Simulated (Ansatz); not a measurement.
Isolated molecules relaxed with PBE0-D4/def2-TZVP in Ansatz; ΔE leaves out vibrations. CCSD(T)/CBS adds triple-zeta CCSD(T) − MP2 to the extrapolated MP2 energy (def2 sets, frozen cores). This one scheme is used for every species. Elements past krypton have def2 core potentials. For In outer-core shells are correlated without core-valence functions, which leaves a few kJ/mol of doubt a bond. Each species was taken in one conformer, which may not be the lowest.

`[SiH3]B[CH2][InH2]` + H₂S → `[SH][InH2]` + `CB[SiH3]`  (ligand exchange at the In–C bond)

`[SiH3]B[CH2][InH2]`:

Cartesian coordinates in Å:
```
Si 0.245 1.568 0.586
B 1.038 -0.289 0.519
C 0.100 -1.420 0.724
In -0.703 -0.644 -1.322
H -0.808 1.561 -0.539
H -0.578 1.896 1.782
H 1.106 2.726 0.235
H 2.144 -0.458 0.090
H -0.846 -1.321 1.256
H 0.418 -2.458 0.630
H 0.287 -0.306 -2.677
H -2.402 -0.856 -1.284
```

H₂S:

```xyz
3

S    -0.350    0.129   -0.495
H    -0.291   -0.905    0.358
H     0.641    0.776    0.137
```

`[SH][InH2]`:

Z-matrix (Å, degrees):
```
In
S 1 2.389
H 1 1.712 2 116.1
H 1 1.710 2 114.1 3 -180.0
H 2 1.343 1 94.5 3 -0.0
```

`CB[SiH3]`:

Cartesian coordinates in Å:
```
C -0.760 -0.431 1.316
B 0.496 -0.238 0.429
Si 0.459 0.472 -1.460
H -0.800 0.512 1.891
H -0.677 -1.223 2.064
H -1.714 -0.503 0.790
H 1.574 -0.487 0.898
H 1.446 1.573 -1.654
H -0.878 0.965 -1.897
H 0.853 -0.640 -2.377
```

| level | ΔE (kJ/mol) |
| --- | --- |
| HF/def2-TZVPP | -113.1 |
| MP2/def2-TZVPP | -46.2 |

Problem. What does CCSD(T)/CBS give? (Best estimate.)

Solution. Computed: -47.8 kJ/mol. The listed levels differ from it by -65.3, 1.6 kJ/mol.

Largest T1 diagnostic among the species: 0.014.

The D4 term adds +11.2 kJ/mol with B3LYP and +6.0 kJ/mol with PBE0; it sums over pairs of atoms, weighted by their polarisabilities, and B3LYP, whose exchange is more repulsive, gets the larger term. From PBE to PBE0 (25 % exact exchange), in def2-TZVPP and without D4, ΔE moves by −5.2 kJ/mol. Leaving LDA and LC-ωPBE aside and taking each functional with its dispersion term where it has one, the values, not all of them listed here, spread over 22.9 kJ/mol, from BHLYP-D4 to PBE-D4. LDA lies +21.7 kJ/mol from PBE without D4.

B3LYP here is the variant with VWN-RPA as its local correlation; programs differ in this.
